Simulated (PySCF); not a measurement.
**`C[C@H](CF)CC(N)=O`, C5H10FNO**

Geometry:
```csv
atom,x (Å),y (Å),z (Å)
C1,-1.563,-1.490,0.508
C2,-0.735,-0.221,0.687
C3,-1.431,0.977,0.045
F4,-1.554,0.796,-1.316
C5,0.663,-0.394,0.086
C6,1.603,0.733,0.482
N7,2.773,0.726,-0.200
O8,1.361,1.557,1.335
H9,-1.077,-2.337,0.987
H10,-1.686,-1.712,-0.550
H11,-2.549,-1.366,0.950
H12,-0.630,0.011,1.751
H13,-2.446,1.105,0.433
H14,-0.852,1.891,0.194
H15,1.101,-1.331,0.435
H16,0.590,-0.438,-1.003
H17,3.455,1.439,-0.003
H18,2.967,0.060,-0.925
```

The calculation used TDDFT B3LYP/def2-SVPD excited states, vertical, gas phase in PySCF. Geometry: GFN2-xTB.

States above about 7.3 eV lie in this functional's continuum (it starts at minus the energy of the highest occupied orbital, well below the true ionisation energy for most functionals) and depend on the basis.

Task: Give the one- and two-photon strengths of the lowest singlets.

Result: δ for parallel linear polarisation; σ at the peak of a Lorentzian of half width 0.1 eV, single beam; Ω is circular over linear.
```
state  E (eV)      f  photon λ (nm)  δ (au)  σ (GM)     Ω                                  main
   S1    5.70  0.000            435    1.01    0.01  1.10      HOMO→LUMO 0.49, HOMO→LUMO+1 0.47
   S2    6.58  0.025            377    43.9    0.70  0.62      HOMO→LUMO+1 0.49, HOMO→LUMO 0.47
   S3    6.93  0.009            358    19.2    0.34  1.47  HOMO−1→LUMO 0.51, HOMO−1→LUMO+1 0.43
   S4    7.19  0.030            345     188    3.56  0.45  HOMO→LUMO+2 0.65, HOMO−1→LUMO+1 0.16
   S5    7.49  0.065            331    18.7    0.38  0.62    HOMO−1→LUMO 0.26, HOMO→LUMO+2 0.25
```

Among these, the strongest one-photon state is S5, the strongest two-photon state S4, with a dipole change of 5.5 D (relaxed, norm of the difference vector).
